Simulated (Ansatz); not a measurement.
Species: BH2, net charge -1, singlet state. 
Coordinates optimised at B3LYP-D3(BJ)/def2-TZVP (Ansatz, a first-principles code):
```
B
H 1 1.2491
H 1 1.2491 2 101.33
```
Charge -1, spin multiplicity 1.

Parts of the frozen-core correlation energy in STO-3G (Ansatz, hartree). Frozen orbitals: 1; correlated occupied orbitals by spin: 3 and 3; virtual: 3 and 3. No spin-orbit coupling. No relativistic terms. The restricted reference is unstable.

```csv
term,value
reference (HF),-25.15241
MP2 opposite-spin,-0.03023
MP2 same-spin,-0.00023
CCSD correlation,-0.05268
(T),-0.00017
FCI minus CCSD(T),-0.00021
T1 diagnostic,0.008
largest doubles amplitude,0.211
```
